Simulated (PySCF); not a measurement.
Cl4Si, charge +1, doublet, geometry from GFN2-xTB (a state made from the parent by changing its charge; the spin is typed, not shown lowest). Base run: DF-PBE0/STO-3G (PySCF).

The PySCF input:
```python
from pyscf import gto, scf, dft

mol = gto.M(
    atom='''
Cl   -1.19164925   -1.22169610   -1.09532000
Si    0.00000000    0.00000000    0.00000000
Cl   -0.80538680    1.86034115    0.05270798
Cl    0.15581167   -0.72287919    1.88824352
Cl    1.84122437    0.08423415   -0.84563150
''',
    basis='sto-3g',
    charge=1,
    spin=1,
    verbose=3,
)

mf = dft.UKS(mol)
mf.xc = 'pbe0'
mf = mf.density_fit(auxbasis='def2-universal-jkfit')
mf.kernel()
```

Each row names what was changed in the base input (with any setting that the change needs).

| change | basis functions | E (Eh) | HOMO (eV) | core-seconds (rough) |
|---|---|---|---|---|
| base | 45 | -2106.03965 | -14.59 | 20 |
| basis = LANL2DZ | 40 | -63.30644 | -15.70 | 20 |
| basis = pcseg-0 | ? | ? | ? | 30 |
| basis = 6-31G* | 90 | -2129.24193 | -14.90 | 30 |
| basis = 6-31+G* | ? | ? | -14.85 | 70 |
| basis = cc-pV(D+d)Z | 115 | -2129.38175 | -14.92 | 70 |
| basis = 6-311G** | ? | ? | ? | 50 |
| basis = def2-SVPD | 132 | -2128.70531 | -14.98 | 50 |
| basis = aug-cc-pVDZ | 135 | -2129.37346 | -14.89 | 80 |
| basis = cc-pVTZ | 170 | -2129.45254 | -14.89 | 80 |
| basis = pcseg-2 | 170 | ? | ? | 80 |
| basis = pc-2 | 170 | -2129.45849 | -14.81 | 90 |
| basis = 6-311+G(2d,p) | 175 | -2129.41346 | -14.85 | 80 |

Q: Some entries are withheld; supply them.

A: 
- basis = pcseg-0, basis functions: 65
- basis = pcseg-0, E (Eh): -2126.68466
- basis = pcseg-0, HOMO (eV): -15.83
- basis = 6-31+G*, basis functions: 110
- basis = 6-31+G*, E (Eh): -2129.24587
- basis = 6-311G**, basis functions: 130
- basis = 6-311G**, E (Eh): -2129.37651
- basis = 6-311G**, HOMO (eV): -15.08
- basis = pcseg-2, E (Eh): -2129.45180
- basis = pcseg-2, HOMO (eV): -14.82

Totals compare only among sets that treat the same electrons; sets with core potentials leave the core out.

Open shells are given as the SCF converged; they aren't shown to be the lowest states, and a large step between rows can be another state.
